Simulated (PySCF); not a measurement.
Molecule: SMILES CSc1ccncc1, C6H7NS.

Numbering as in the mapped SMILES `[CH3:1][S:2][c:3]1[cH:4][cH:5][n:6][cH:7][cH:8]1`; H(Xn) means a hydrogen on atom n.

Geometry PBE0-D3(BJ)/def2-SVP throughout; GIAO in PySCF, gas phase, one conformer, non-relativistic; equivalent atoms averaged; functional PBE0.

For orientation, pcSseg-0 gives these absolute shieldings σ: C3 34.2, C5/C7 31.3, C4/C8 65.8, C1 176.0, S2 551.7, N6 -102.3, H(C5)/H(C7) 23.92, H(C4)/H(C8) 26.09, H(C1) 30.64 ppm.

A run gave: C3 44.2, C5/C7 48.8, C4/C8 78.3, C1 180.8, S2 551.1, N6 -47.8, H(C5)/H(C7) 22.88, H(C4)/H(C8) 24.61, H(C1) 29.16 ppm (absolute shieldings σ).

Question: Which basis set was used in that run?
A. 6-311+G(2d,p)
B. pcSseg-1
C. cc-pVDZ
D. aug-cc-pVDZ
E. def2-SVP

Answer: C. C1 tells them apart best: cc-pVDZ gives 180.8, aug-cc-pVDZ gives 177.7, def2-SVP gives 178.7, pcSseg-1 gives 168.1, 6-311+G(2d,p) gives 170.2 ppm.
